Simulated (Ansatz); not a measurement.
Frontier orbitals of `CC[N]([AlH2])[SiH3]`.

Z-matrix (Å, degrees):
```
C
C 1 1.518
H 1 1.093 2 110.6
H 1 1.093 2 110.6 3 -119.9
H 1 1.092 2 111.4 3 119.9
N 2 1.468 1 113.3 3 -60.6
H 2 1.096 1 109.0 3 61.1
H 2 1.098 1 109.5 3 176.6
Si 6 1.729 2 116.9 1 -78.5
Al 6 1.785 2 119.8 1 103.4
H 9 1.491 6 113.3 2 65.6
H 9 1.485 6 108.0 2 -174.1
H 9 1.492 6 110.2 2 -54.0
H 10 1.585 6 116.2 2 1.3
H 10 1.580 6 119.2 2 -178.8
```

The species carries charge 0 and has multiplicity 1. Geometry: relaxed with PBE0-D4/def2-TZVP. It is one conformer, not always the lowest. Basis def2-TZVPP, Ansatz 0.2.0.

Orbital energies of one run (eV). Highest occupied ones, from the top: -8.56, -9.83, -10.21, -10.89, -11.11, -11.61, -11.98, -12.83, -12.98, -14.12, -14.94, -16.48, -18.77, -22.08. Empty: -0.07, 1.28, 1.95, 2.21, 2.40, 2.63.

(1) Which functional gave them?
A. PBE
B. B97M-V
C. ωB97X-V
D. CAM-B3LYP

Results:

(1) D. HOMO energies: CAM-B3LYP -8.56, ωB97X-V -9.58, PBE -6.01, B97M-V -6.41 eV.
